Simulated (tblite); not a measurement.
Species: C₆H₄O₃.
Numbering: `[CH:1]#[C:2][C:3](=[O:4])[C:5](=[CH2:6])[C:7](=[O:8])[OH:9]` (hydrogens: H10 on C1; H11, H12 on C6; H13 on O9)

Geometry (GFN2-xTB, Å), atoms numbered from 1 in this order:
```
atom  x, y, z in Å
C1     2.4092    1.3330    0.1319
C2     1.6508    0.4032    0.1884
C3     0.7869   -0.7353    0.3395
O4     1.1403   -1.7619    0.8695
C5    -0.6100   -0.5224   -0.1516
C6    -1.6132   -1.2167    0.3866
C7    -0.8884    0.4630   -1.2328
O8    -1.9306    1.0483   -1.3640
O9     0.1372    0.6053   -2.0786
H10    3.0558    2.1579    0.0560
H11   -1.4238   -1.9423    1.1605
H12   -2.6299   -1.0695    0.0631
H13   -0.0886    1.2379   -2.7791
```

Calculated harmonic vibrations of the isolated species, GFN2-xTB (tblite), most abundant isotopes, no scaling. The method is semi-empirical: single wavenumbers can be off by several per cent or more. One conformer, not necessarily the lowest.

Harmonic wavenumbers (cm⁻¹): 34.2, 42.4, 119.4, 168.6, 216.1, 255.0, 285.9, 404.9, 445.4, 480.8, 587.0, 587.8, 643.6, 658.6, 686.8, 733.2, 764.4, 773.4, 874.2, 941.9, 1072.3, 1131.9, 1184.2, 1268.8, 1360.5, 1643.0, 1713.3, 1773.1, 2234.0, 3100.9, 3139.4, 3375.3, 3443.6.

A = 2256, B = 1584, C = 1035 MHz; mass 124.016 u (most abundant isotopes); point group C1, symmetry number 1.

Question: Zero-point energy?

Answer: ½Σν̃ = 18072 cm⁻¹ = 216.19 kJ/mol.

Question: Give the ideal-gas entropy at 298.15 K and 1 bar in the rigid-rotor, harmonic-oscillator model (classical rotation).

Answer: Translation 168.97, rotation 120.72, vibration 113.70: S = 403.4 J/(mol K).

Question: And Cp and H(298.15 K) − H(0)?

Answer: Cp = 143.39 J/(mol K), of which vibrations give 110.13 (their classical limit is 33 R = 274.4); H(298.15 K) − H(0) = 26.96 kJ/mol without the zero-point energy, 17.04 from vibrations.

Question: How do the functions run with temperature in this model?

Answer: 
| T (K) | S (J/(mol K)) | Cp (J/(mol K)) | H − H(0) (kJ/mol) | G − H(0) (kJ/mol) | ln q(vib) |
| --- | --- | --- | --- | --- | --- |
| 100 | 291.4 | 72.8 | 5.37 | -23.77 | 2.11 |
| 200 | 353.1 | 109.7 | 14.49 | -56.14 | 4.51 |
| 300 | 404.3 | 144.0 | 27.22 | -94.06 | 6.84 |
| 500 | 490.2 | 192.5 | 61.28 | -183.83 | 11.31 |
| 800 | 590.5 | 233.0 | 125.75 | -346.63 | 17.32 |
| 1000 | 644.4 | 249.7 | 174.11 | -470.25 | 20.87 |

q(vib) and H(0) count from the zero-point level.

Question: Which modes carry the vibrational entropy at 298.15 K?

Answer: 34.2 cm⁻¹: 23.30; 42.4 cm⁻¹: 21.52; 119.4 cm⁻¹: 13.01; 168.6 cm⁻¹: 10.26; 216.1 cm⁻¹: 8.33; 255.0 cm⁻¹: 7.10 J/(mol K); the other 27 give 30.18 together.

Question: What must be added to the electronic energy to get the Gibbs energy at 298.15 K and 1 bar?

Answer: ZPE + [H(298.15 K) − H(0)] − T·S = 216.19 + 26.96 − 120.27 = 122.88 kJ/mol.

Hindered rotation and anharmonicity are outside this model. Other conformers, if any are populated, would add a mixing term that is left out. The structure is chiral; the term R ln 2 for an equal mix with its mirror image is left out.

On one thread, Arm Neoverse N1 (aarch64), no GPU (shared host), this took 0.57 s wall. The figure is for the frequency step alone.
